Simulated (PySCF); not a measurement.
(HSi)4NH6 adamantane, H₁₀N₆Si₄.
Structure used (PBE0-D3(BJ)/def2-SVP), in Å, numbered top down from 1:
```xyz
20
H10N6Si4 angstrom
Si    -0.408    0.895    1.480
H     -0.686    1.610    2.755
N     -1.848    0.298    0.688
Si    -1.528   -0.599   -0.795
H     -2.800   -1.111   -1.373
N     -0.419   -1.914   -0.450
Si     1.059   -1.393    0.331
H      1.955   -2.541    0.641
N      0.626   -0.505    1.782
N      1.801   -0.260   -0.784
Si     0.821    1.140   -1.170
H      1.516    2.058   -2.114
N      0.391    1.947    0.322
N     -0.678    0.520   -1.832
H     -2.496   -0.151    1.334
H     -0.860   -2.748   -0.069
H      1.409   -0.329    2.411
H      2.200   -0.709   -1.608
H      1.105    2.552    0.724
H     -1.297    1.255   -2.174
```

Method used: TDDFT PBE0/def2-SVPD, vertical, gas phase, core orbitals frozen in the response (PySCF).

Frontier orbitals with the atoms that hold most of them (Löwdin shares over 4%, at most four atoms; ? is withheld):

```
orbital  ε (eV)                                atoms
 HOMO-3   -7.85     N14 32%, N10 20%, Si11 7%, N3 7%
 HOMO-2   -7.47       N10 38%, N14 26%, N9 5%, N3 5%
 HOMO-1   -7.01                                    ?
   HOMO       ?      N3 27%, N13 21%, N9 17%, N6 14%
   LUMO    0.02                                    ?
 LUMO+1    0.59    Si1 14%, Si4 13%, Si11 8%, Si7 8%
 LUMO+2    0.67  Si4 12%, Si11 11%, Si1 11%, Si7 10%
```

Give the leading atoms of the LUMO.

Si1 (bonded to 3 N and H) 12%; Si7 (bonded to 3 N and H) 10%; Si4 (bonded to 3 N and H) 10%; Si11 (bonded to 3 N and H) 10%.

Which atoms hold the HOMO-1, and with what shares?

N6 (bonded to 2 Si and H) 23%; N9 (bonded to 2 Si and H) 22%; N13 (bonded to 2 Si and H) 16%; N3 (bonded to 2 Si and H) 9%.

What is the HOMO energy, and the HOMO–LUMO gap?

ε(HOMO) = -6.97 eV; the gap is 6.99 eV (0.2567 hartree).

The HOMO–LUMO gap is 6.99 eV. Where does the response calculation put the lowest singlet, and from which orbitals?

S1 is at 5.82 eV (f = 0.0056), 1.17 eV below the gap, made of HOMO→LUMO (96%). Without the coupling terms of the response equations the lowest excitation would equal the gap.

One configuration dominates each of S1, S2, S3 and S4. Which, and how do the shares of the two leading atoms of either orbital change from the occupied to the empty one?

- S1 (5.82 eV, f 0.0056), HOMO→LUMO (96%): N3 27% → at most 10%, N13 21% → at most 10%, Si1 at most 15% → 12%, Si7 at most 15% → 10%
- S2 (5.87 eV, f 0.013), HOMO-1→LUMO (96%): N6 23% → at most 10%, N9 22% → at most 10%, Si1 at most 9% → 12%, Si7 at most 9% → 10%
- S3 (6.34 eV, f 0.0051), HOMO-2→LUMO (92%): N10 38% → at most 10%, N14 26% → at most 10%, Si1 at most 5% → 12%, Si7 at most 5% → 10%
- S4 (6.37 eV, f 0.018), HOMO→LUMO+1 (80%): N3 27% → at most 9%, N13 21% → at most 9%, Si1 at most 15% → 14%, Si4 at most 15% → 13%

One conformer stands for the species.
